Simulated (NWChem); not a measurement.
A series in which one site is exchanged, each optimised at PBE0/def2-SVP with NWChem, gas phase unless a solvent is named. For some, no frequency run checked for a minimum. def2 effective core potentials on Bi; no spin-orbit coupling.

A: [Bi]([F])([F])[F] (BiF₃; site = F)
B: [F][Bi]([F])[Cl] (BiClF2; site = Cl)
C: [F][Bi]([F])[Br] (BiBrF₂; site = Br)
D: [F][BiH][F] (BiHF2; site = H)

```json
[
 {"quantity": "dipole (D), PBE0/def2-SVP", "A": "5.13", "B": "4.79", "C": "4.62", "D": "…"},
 {"quantity": "orbital gap (eV), PBE0/def2-SVP", "A": "8.16", "B": "7.24", "C": "6.59", "D": "…"},
 {"quantity": "static polarisability, CAM-B3LYP/def2-SVPD (bohr³)", "A": "39.3", "B": "55.8", "C": "64.9", "D": "…"},
 {"quantity": "lowest singlet excitation, CAM-B3LYP/def2-SVPD, TDA (eV)", "A": "7.26", "B": "5.95", "C": "5.23", "D": "…"}
]
```

What belongs in the gaps?


- dipole (D), PBE0/def2-SVP, D: 4.47
- orbital gap (eV), PBE0/def2-SVP, D: 6.75
- static polarisability, CAM-B3LYP/def2-SVPD (bohr³), D: 42.8
- lowest singlet excitation, CAM-B3LYP/def2-SVPD, TDA (eV), D: 5.30
